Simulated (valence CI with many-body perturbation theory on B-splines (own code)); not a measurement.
**Ca XIII: key properties**

Method: configuration interaction combined with many-body perturbation theory (CI+MBPT): six valence electrons over a frozen Dirac-Fock core [He], a basis of 9 s, 9 p, 8 d, 6 f, 3 g, 1 h functions for each j, with the one-electron correlation potential Σ1 (screened to all orders), the two-electron term Σ2, the three-electron term Σ3, Breit, model QED; selected single and double excitations, second order for the rest, scaled by the run's own slope (own B-spline code, finite nucleus).

No measured levels were compared; by estimate levels of excited configurations hold to 0.05 to 0.15 % of their energy, terms of the ground configuration to about 0.5 %. Among the levels kept, up to 3000 cm⁻¹ of a level comes from second order outside the variational space, and about a tenth of that is noise between levels of different J, which matters for small intervals.

Rates and lifetimes use the calculated energies. Strong lines usually hold to 10 to 20 %, long lifetimes can be off by a factor of two.

Q: What is the ground level?

A: 2s2 2p4 3P_2, composition 97 % 2s2 2p4 3P + 3 % 2s2 2p4 1D, g = 1.485.

Q: How is the term 3P of the ground level split?

A: J = 2 at 0.00, J = 1 at 24.47, J = 0 at 28.90 × 10³ cm⁻¹.

Q: Among levels below 3810.1 × 10³ cm⁻¹, which E1 lines absorb most strongly from the ground level?

A: to 2s2 2p3 3d 3D°_3 at 2.671 nm, f = 0.216; to 2s 2p5 3P°_2 at 16.17 nm, f = 0.0767; to 2s2 2p3 3s 3D°_3 at 2.892 nm, f = 0.0535.

Q: How well does LS coupling describe the low levels?

A: Among the lowest 20 levels the leading LS term, summed over configurations, holds 97 % on average. For single configurations the figures are 96 % in LS and 70 % in jj coupling. Terms mix most in the J = 2 level at 3452.3 × 10³ cm⁻¹, where the leading one holds 88 %.

Q: Name the longest-lived excited levels whose lifetime is computed, and their main decay.

A: 2s2 2p4 3P_0 at 28.90 × 10³ cm⁻¹ lives 219 ms, mostly by M1 to 2s2 2p4 3P_1; 2s2 2p4 3P_1 at 24.47 × 10³ cm⁻¹ lives 3.11 ms, mostly by M1 to 2s2 2p4 3P_2; 2s2 2p4 1D_2 at 88.41 × 10³ cm⁻¹ lives 1.13 ms, mostly by M1 to 2s2 2p4 3P_2.
